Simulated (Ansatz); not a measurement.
Ansatz (a quantum-chemistry and plane-wave program) input (HF/3-21G): The .json file is the Basis Set Exchange's 3-21G.

Ansatz 0.2 input:
```yaml
crystal:
  periodic: [false, false, false]
  atoms:
    - {symbol: O, position_ang: [0.84597041, -0.68243539, -0.03783429]}
    - {symbol: N, position_ang: [0.21645173, 0.40634314, -0.02885563]}
    - {symbol: O, position_ang: [-1.03536567, 0.32688515, 0.06308297]}
basis:
  gaussian:
    orbitals: 3-21G.json
hamiltonian:
  xc: {name: HF}
total_charge: -1
relax: {f_tol: 0.003, max_steps: 120}
```

Output:

```
WARN ansatz: RAYON_NUM_THREADS=1 ignored (pool sized by the plan → 1); use --threads N
Functional definition: HF
integrals: 0.00 GiB planned
327 factors; integrals over basis functions are off by at most 3.0e-5 eV
mean field: 0.05 GiB planned
mean field evaluation 1: about -5517.6996 eV, gradient 3.6e1 eV
mean field evaluation 2: about -5517.7046 eV, gradient 3.6e1 eV
mean field evaluation 4: about -5520.4399 eV, gradient 2.7e0 eV
mean field evaluation 8: about -5520.4675 eV, gradient 5.2e-5 eV
mean field -5520.46672027 eV, -202.8734100632 hartree, gradient 3.3e-5 eV, S^2 0.000000; 0 other end points of the search recorded, 0 dependent functions left out
the calculation of the forces begins
reference -5520.46672027 eV, -202.8734100632 hartree; 12, 12 occupied and 15, 15 virtual orbitals, 327 factors
relax step   1: F+E_penalty+E_count = -5520.46672027 eV  Δ(F+E_penalty+E_count) = +0.000e0 eV  max|allowed force component| = 1.849e0 eV/Å  Δτ_max = 0.0000 Å  (35 SCF iters, accepted)
these checks for a lower state are left out or cut short: starts, cluster_reference, orbital_swaps, neighbouring_geometries, increment
integrals: 0.00 GiB planned
327 factors; integrals over basis functions are off by at most 3.0e-5 eV
mean field: 0.05 GiB planned
mean field evaluation 16: about -5520.5127 eV, gradient 2.5e-5 eV
mean field -5520.51267451 eV, -202.8750988502 hartree, gradient 3.0e-5 eV, S^2 0.000000; 0 other end points of the search recorded, 0 dependent functions left out
the calculation of the forces begins
reference -5520.51267451 eV, -202.8750988502 hartree; 12, 12 occupied and 15, 15 virtual orbitals, 327 factors
relax step   2: F+E_penalty+E_count = -5520.51267451 eV  Δ(F+E_penalty+E_count) = -4.595e-2 eV  max|allowed force component| = 5.782e-1 eV/Å  Δτ_max = 0.0178 Å  (27 SCF iters, accepted)
these checks for a lower state are left out or cut short: starts, cluster_reference, orbital_swaps, neighbouring_geometries, increment
integrals: 0.00 GiB planned
327 factors; integrals over basis functions are off by at most 3.0e-5 eV
mean field: 0.05 GiB planned
mean field -5520.51829901 eV, -202.8753055469 hartree, gradient 2.2e-5 eV, S^2 0.000000; 0 other end points of the search recorded, 0 dependent functions left out
the calculation of the forces begins
reference -5520.51829901 eV, -202.8753055469 hartree; 12, 12 occupied and 15, 15 virtual orbitals, 327 factors
relax step   3: F+E_penalty+E_count = -5520.51829901 eV  Δ(F+E_penalty+E_count) = -5.625e-3 eV  max|allowed force component| = 4.447e-2 eV/Å  Δτ_max = 0.0071 Å  (27 SCF iters, accepted)
these checks for a lower state are left out or cut short: starts, cluster_reference, orbital_swaps, neighbouring_geometries, increment
integrals: 0.00 GiB planned
327 factors; integrals over basis functions are off by at most 3.0e-5 eV
mean field: 0.05 GiB planned
mean field -5520.51832530 eV, -202.8753065129 hartree, gradient 1.9e-5 eV, S^2 0.000000; 0 other end points of the search recorded, 0 dependent functions left out
the calculation of the forces begins
reference -5520.51832530 eV, -202.8753065129 hartree; 12, 12 occupied and 15, 15 virtual orbitals, 327 factors
relax step   4: F+E_penalty+E_count = -5520.51832530 eV  Δ(F+E_penalty+E_count) = -2.629e-5 eV  max|allowed force component| = 1.681e-3 eV/Å  Δτ_max = 0.0005 Å  (28 SCF iters, accepted)
integrals: 0.00 GiB planned
327 factors; integrals over basis functions are off by at most 3.0e-5 eV
mean field: 0.05 GiB planned
mean field evaluation 32: about -5520.5183 eV, gradient 1.9e-5 eV
mean field -5520.51832530 eV, -202.8753065129 hartree, gradient 1.9e-5 eV, S^2 0.000000; 1 other end points of the search recorded, 0 dependent functions left out
the calculation of the forces begins
reference -5520.51832530 eV, -202.8753065129 hartree; 12, 12 occupied and 15, 15 virtual orbitals, 327 factors
Total energy: -5520.51832530 eV, -202.8753065129 hartree
Atom 0 at     0.865350    -0.698412    -0.038690 Å, force    -0.000709    -0.000700     0.000074 eV/Å
Atom 1 at     0.221075     0.415022    -0.029472 Å, force     0.000895     0.001681    -0.000119 eV/Å
Atom 2 at    -1.059369     0.334183     0.064555 Å, force    -0.000187    -0.000980     0.000046 eV/Å
Dipole moment:     0.067698     0.127088    -0.009025 e Å
```

The dipole moment of an ion depends on the origin.
